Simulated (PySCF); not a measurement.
## Deuteron quadrupole couplings in 3-methyl-1-heptene

Compound: 3-methyl-1-heptene, C8H16.
SMILES with atom numbers: `[CH2:1]=[CH:2][C@H:3]([CH3:4])[CH2:5][CH2:6][CH2:7][CH3:8]` (hydrogens: H9, H10 on C1; H11 on C2; H12 on C3; H13, H14, H15 on C4; H16, H17 on C5; H18, H19 on C6; H20, H21 on C7; H22, H23, H24 on C8)

Structure used (GFN2-xTB), in Å, numbered top down from 1:
```
atom  x, y, z in Å
C1    -2.3296    1.7892    0.4604
C2    -1.9397    0.5436    0.6528
C3    -1.4688   -0.3802   -0.4292
C4    -2.4411   -1.5556   -0.5593
C5    -0.0545   -0.8897   -0.1241
C6     0.9746    0.2374   -0.1063
C7     2.3874   -0.2780    0.1567
C8     3.4105    0.8512    0.1608
H9    -2.3258    2.2379   -0.5200
H10   -2.6695    2.4167    1.2674
H11   -1.9539    0.1146    1.6470
H12   -1.4485    0.1660   -1.3783
H13   -2.1245   -2.2242   -1.3568
H14   -3.4421   -1.1958   -0.7863
H15   -2.4801   -2.1206    0.3695
H16    0.2280   -1.6246   -0.8818
H17   -0.0557   -1.3966    0.8441
H18    0.7029    0.9613    0.6652
H19    0.9546    0.7585   -1.0666
H20    2.6552   -1.0072   -0.6118
H21    2.4112   -0.7916    1.1205
H22    4.4122    0.4633    0.3326
H23    3.4043    1.3739   -0.7933
H24    3.1812    1.5703    0.9443
```

Level: PBE0/pcSseg-1 (PySCF, non-relativistic); Q(2H) = 0.00286 b; rigid geometry, the same for H and D, with no vibrational averaging.

Problem. Rank these positions by the coupling χzz of a deuteron there, largest first.
A. H12 (methine hydrogen)
B. H14 (methyl hydrogen)
C. H11 (vinylic hydrogen)
D. H10 (vinylic hydrogen)
E. H17 (methylene hydrogen)

Solution. D (227 kHz), C (218 kHz), B (211 kHz), E (204 kHz), A (199 kHz).

Problem. What are Vzz, η and χzz (234.96 MHz × Q × Vzz) at all hydrogens?

Solution. 
```
atom  bonded to  bond length (Å)  Vzz (au)     η  χzz (kHz)
  H9         C1            1.078    0.3358  0.06        226
 H10         C1            1.077    0.3380  0.05        227
 H11         C2            1.083    0.3240  0.05        218
 H12         C3            1.095    0.2957  0.01        199
 H13         C4            1.088    0.3159  0.02        212
 H14         C4            1.088    0.3147  0.02        211
 H15         C4            1.088    0.3148  0.02        212
 H16         C5            1.093    0.3035  0.03        204
 H17         C5            1.093    0.3030  0.02        204
 H18         C6            1.092    0.3009  0.02        202
 H19         C6            1.093    0.3034  0.03        204
 H20         C7            1.093    0.3037  0.02        204
 H21         C7            1.092    0.3043  0.02        205
 H22         C8            1.088    0.3165  0.01        213
 H23         C8            1.088    0.3151  0.02        212
 H24         C8            1.088    0.3150  0.02        212
```

Problem. How does χzz go with the bond length over the 16 C–H bonds?

Solution. A straight-line fit has a slope of -15.3 kHz for each 0.01 Å, with a correlation coefficient of -0.99, over lengths from 1.077 to 1.095 Å. The longer bonds have the smaller couplings here.

One conformer (not necessarily the lowest) at the GFN2-xTB geometry, without solvent, vibrations or thermal averaging. GFN2-xTB bond lengths can be off by several hundredths of an ångström, more for odd bonds, and the gradients follow them. The small basis limits the accuracy of the gradients.

These values come from a run that also computed NMR shieldings. Hardware: Arm Neoverse V1, one thread (shared host). Cost: 37 s wall.
